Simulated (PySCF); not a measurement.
## How methods differ on the ionisation energy of Sn³³⁺

Sn³³⁺ [Ne] 3s2 3p5 (2P) → Sn³⁴⁺ [Ne] 3s2 3p4 (3P), as a difference of total energies. Computed with PySCF 2.14 in an even-tempered Gaussian basis (18 s from 5 bohr⁻², ratio 2.5; 12 p from 6.5 bohr⁻², ratio 2.5; 5 d from 30 bohr⁻², ratio 2.7; 4 f from 45 bohr⁻², ratio 2.7), with the spin-free X2C one-electron Hamiltonian (Gaussian nucleus). Correlated levels: outer shells: 1s2 frozen; virtual orbitals above 40 to 60 times the deepest correlated orbital energy dropped. The calculations carry no spin-orbit coupling.

| method | ionisation energy (eV) |
| --- | --- |
| UHF | 2164.6 |
| LDA | 2166.7 |
| PBE | 2167.0 |
| r2SCAN | 2167.2 |
| PW91 | 2167.5 |
| M06-2X | 2167.2 |
| SCS-MP2 (outer shells) | 2165.5 |

Question: Estimate what PBE0 gives.

Answer: 2166.9 eV, closest to PBE among the rows shown.

Question: Estimate what MP2 (outer shells) gives.

Answer: 2165.6 eV, closest to SCS-MP2 (outer shells) among the rows shown.

Spin-orbit coupling is strong in these open shells (close to jj coupling). The scalar numbers leave it out and a first-order estimate fails, so it can dominate the gap to the real levels.

Breit and QED terms and the two-electron picture change are absent.

For comparison: 2142.1 ± 2.1 eV (semi-empirical (NIST evaluation); NIST Atomic Spectra Database, ionization energies).
